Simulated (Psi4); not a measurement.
C6H14B (SMILES [CH2]CB(CC)CC), doublet, geometry from GFN2-xTB. Base run: Psi4 with CCSD(T)/STO-3G.

The Psi4 input:
```
memory 2 GB

molecule mol {
0 2
C    -0.815713    1.496443    0.496070
C    -1.123709    1.199251   -0.878892
B     0.016475    0.173867   -0.176798
C    -0.407612   -1.290100    0.314214
C    -1.896254   -1.641160    0.273617
C     1.539916    0.433590   -0.602807
C     2.572558   -0.065943    0.415335
H    -0.188695    2.342975    0.726713
H    -1.526282    1.235784    1.263980
H    -0.726904    1.839880   -1.651128
H    -2.070661    0.741393   -1.114281
H     0.132875   -2.046840   -0.262305
H    -0.064673   -1.423393    1.346820
H    -2.265083   -1.632117   -0.750060
H    -2.068938   -2.635987    0.681827
H    -2.483654   -0.934692    0.856409
H     1.749186   -0.072101   -1.551798
H     1.727856    1.495419   -0.782996
H     3.586309    0.140111    0.075825
H     2.426915    0.425668    1.374732
H     2.474262   -1.137933    0.565030
}

set {
  basis sto-3g
  reference uhf
}

energy('ccsd(t)')
print_variables()
```

Each row names what was changed in the base input (with any setting that the change needs).

```csv
change,ΔE vs base (mEh),MP2 correlation (Eh),basis functions,core-seconds (rough),outcome
base,0.000,-0.34701,49,70,converged
cc_type = df,-,-,-,-,input refused
puream = on,0.000,-0.34701,49,70,converged
method = ccsd,?,-0.34701,49,40,converged
method = mp3,?,-0.34693,49,9,converged
puream = off,0.000,-0.34701,49,50,converged
method = mp2.5,74.232,-0.34693,49,9,converged
method = cisd,-,-,-,-,input refused
method = scs-mp2,80.621,-0.34701,49,4,converged
method = omp2,110.9,-0.34693,49,10,converged
```

Problem. Some entries are withheld; supply them.

Solution. 
- method = ccsd, ΔE vs base (mEh): 3.926
- method = mp3, ΔE vs base (mEh): 36.241

Open shells are given as the SCF converged; they aren't shown to be the lowest states, and a large step between rows can be another state.

- cc_type = df: ended with `psi4.driver.p4util.exceptions.MissingMethodError: Method=ccsd(t) is not available for any derivative level under conditions CC_TYPE=DF, REFERENCE=UHF, FREEZE_CORE=FALSE, QC_MODULE=(auto). See https://psicode.org/psi4manual/master/introduction.html#ss-ccsd-prt-`
- method = cisd: ended with `psi4.driver.p4util.exceptions.MissingMethodError: Method=cisd is not available for any derivative level under conditions CI_TYPE=CONV, REFERENCE=UHF, FREEZE_CORE=FALSE, QC_MODULE=(auto). See https://psicode.org/psi4manual/master/introduction.html#ss-cisd. Or d`
